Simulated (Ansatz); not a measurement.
Gas-phase electronic energies from Ansatz, PBE0-D4/def2-TZVP geometries. CCSD(T)/CBS is the MP2 limit (def2-TZVPP, def2-QZVPP) plus CCSD(T) − MP2 in def2-TZVPP, frozen cores. This one scheme is used for every species, atoms too. DFT in def2-TZVPP. Open shells (•) are unrestricted, without spin–orbit coupling. Each species was taken in one conformer, which may not be the lowest.

`[SiH3]N[SiH2]Cl` + H• → `[SiH2]N[SiH2]Cl`• + H₂  (hydrogen abstraction from the Si–H bond)

| level | ΔE (kJ/mol) |
| --- | --- |
| PBE-D4 | -63.2 |
| PBE0-D4 | -55.2 |
| CAM-B3LYP | -58.0 |
| HF/def2-SVP | -20.1 |

**Question.** What does CCSD(T)/CBS give? (Estimate.)

**Answer.** The calculation gave: -53.6 kJ/mol. The listed levels differ from it by -9.6, -1.6, -4.4, 33.5 kJ/mol.

Largest T1 diagnostic among the species: 0.013.

Leaving LDA and LC-ωPBE aside and taking each functional with its dispersion term where it has one, the values, not all of them listed here, spread over 27.5 kJ/mol, from BLYP-D4 to PBE-QIDH. LDA lies +3.3 kJ/mol from PBE without D4. At CCSD(T), def2-SVP lies +7.3 kJ/mol from the extrapolated value and def2-TZVPP −0.4 kJ/mol.
